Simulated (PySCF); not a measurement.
# Te⁺ (tellurium, charge +1) across methods

[Kr] 4d10 5s2 5p3, high-spin 4S determinant. Calculation: PySCF 2.14, in x2c-QZVPPall (13s9p7d4f1g, 112 functions); scalar relativity by spin-free X2C-1e. The B2PLYP total includes its PT2 part (frozen core); its orbital energies are those of the SCF part.

```csv
method,E (hartree),mean ε 5s α (eV),mean ε 5s β (eV),mean ε 5p α (eV),Σ⟨r²⟩ (bohr²),⟨S²⟩
LDA,-6787.13,-24.402,-22.533,-14.602,49.01,3.750
TPSSh,-6793.19,-25.265,-22.257,-15.144,49.03,3.751
B2PLYP,-6792.77,-28.240,-23.855,-16.756,49.26,3.751
UHF,-6790.66042,-31.730,-24.578,-18.829,49.54,3.752
r2SCAN,-6793.47,-25.046,-21.956,-14.985,48.97,3.751
r2SCANh,-6793.47,-25.794,-22.366,-15.433,48.96,3.751
PBE,-6793.04,-24.233,-22.038,-14.532,49.10,3.751
PBE0,-6793.12,-26.341,-23.013,-15.795,49.02,3.751
```
